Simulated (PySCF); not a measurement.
# How exact exchange moves a shielding

Molecule: `C[O][Al]([F])[O]C`, C2H6AlFO2.

Atom-mapped SMILES (the numbers label the heavy atoms): `[CH3:1][O:2][Al:3]([F:4])[O:5][CH3:6]`. Hydrogens are named by the atom that carries them.

GIAO shieldings (ppm, equivalent atoms averaged) in PySCF on the PBE0-D3(BJ)/def2-SVP geometry, basis pcSseg-1, gas phase, non-relativistic:

```csv
functional,exact exchange (%),σ(C1/C6),σ(O2/O5),σ(Al3),σ(F4)
BLYP,0,118.6,325.0,480.3,370.0
BP86,0,123.4,330.6,483.2,372.1
PBE,0,124.0,329.1,483.3,370.5
B3LYP,20,124.4,336.9,490.8,381.1
mPW1PW91,25,129.5,342.2,497.9,385.0
BHandHLYP,50,131.5,350.1,505.9,393.8
HF,100,142.2,366.5,532.2,411.2
```

(1) Fit each shielding as a line in the percentage of exact exchange.

(2) What does the line predict for PBE0 (25 %), and what does the run give?

## Answers

(1) σ(C1/C6) = 122.1 + 0.20 x (rms 1.9 ppm); σ(O2/O5) = 329.3 + 0.39 x (rms 2.2 ppm); σ(Al3) = 482.4 + 0.50 x (rms 1.7 ppm); σ(F4) = 372.0 + 0.41 x (rms 1.7 ppm). The functionals also differ in their semilocal parts, which the line can't hold; Hartree–Fock has no correlation at all.

(2) σ(C1/C6): 127.1 predicted, 130.4 computed; σ(O2/O5): 339.1 predicted, 342.9 computed; σ(Al3): 494.9 predicted, 497.0 computed; σ(F4): 382.2 predicted, 384.5 computed ppm.
